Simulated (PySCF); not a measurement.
Sn(Br)(OMe) (CH₃BrOSn), SMILES C[O][Sn][Br] (connectivity only; charge and spin as stated), neutral, multiplicity 1. Atoms are numbered in the order given.

```xyz
7

Sn     0.3898    -0.1878     0.9132
Br    -1.2143     0.9483    -0.7314
O      1.4001    -1.3034    -0.3779
C      1.3160    -1.4667    -1.7618
H      0.5318    -0.8397    -2.2239
H      2.2818    -1.2102    -2.2333
H      1.0991    -2.5220    -2.0073
```

Geometry optimised at PBE0-D3(BJ)/def2-SVP. The structure was generated by enumeration; whether it is a known compound was not checked. The def2 effective core potentials stand for the cores of Sn; spin–orbit coupling is left out. One conformer was computed; it need not be the lowest.

These are PBE/def2-TZVP (PySCF) values and carry that method's errors.

Gas-phase values at a fixed geometry.

The total energy is -2903.20045 hartree. The highest occupied level comes out as -6.56 eV and the lowest empty level is -3.24 eV. The orbital gap comes out as 3.32 eV and the dipole moment comes out as 1.88 D. The quadrupole, principal values (traceless, Buckingham form, about the centre of nuclear charge) is -8.19, 3.08, 5.12 D·Å. The mean static polarisability is 80.5 bohr³ (11.93 Å³). The polarisability, principal values comes out as 56.4, 89.3, 95.8 bohr³.
